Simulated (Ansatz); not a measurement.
A structure relaxed at PBE0-D4/def2-TZVP, charge 0, multiplicity 1:

Cartesian coordinates in Å:
```
O -0.887 -1.060 -1.063
Al -0.083 0.031 -0.058
S 1.588 -0.711 1.114
S -0.694 2.118 0.063
H -1.631 -0.844 -1.621
H 1.438 -1.949 0.610
H 0.268 2.415 0.954
```

(1) Give its formula and SMILES.

(2) Point group (tolerance 0.08 Å, 0.16 Å for H)?

(3) Summarise the bond lengths by kind.

## Answers

(1) AlH3OS2, `[OH][Al]([SH])[SH]`.

(2) Cs.

(3) 1 × Al–O 1.687 Å; 1 × H–O 0.955 Å; 2 × Al–S 2.172 to 2.178 Å; 2 × H–S 1.345 to 1.346 Å.

Results of the Gaussian-basis code of Ansatz.
